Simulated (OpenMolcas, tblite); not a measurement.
# GeSiH5Cl (SMILES [SiH3][GeH2][Cl]): methods side by side

The species is GeSiH5Cl (8 atoms), meant as a singlet with charge 0. As SMILES, `[SiH3][GeH2][Cl]`. Geometry: relaxed at PBE0-D4/def2-TZVP.

Each level gives the dipole moment (D). The values are calculated.

```
          level            kind     program  value (D)
      IPEA1-xTB  semi-empirical      tblite       3.08
    HF/def2-SVP    Hartree–Fock  OpenMolcas       2.34
 SVWN5/def2-SVP             LDA  OpenMolcas       1.88
  BLYP/def2-SVP             GGA  OpenMolcas       1.82
revPBE/def2-SVP             GGA  OpenMolcas       1.90
r2SCAN/def2-SVP        meta-GGA  OpenMolcas       2.06
  PBE0/def2-SVP   global hybrid  OpenMolcas       2.06
```

All-electron rows without a relativistic Hamiltonian named are non-relativistic. The values span 1.82 to 3.08 D. Magnitudes only.
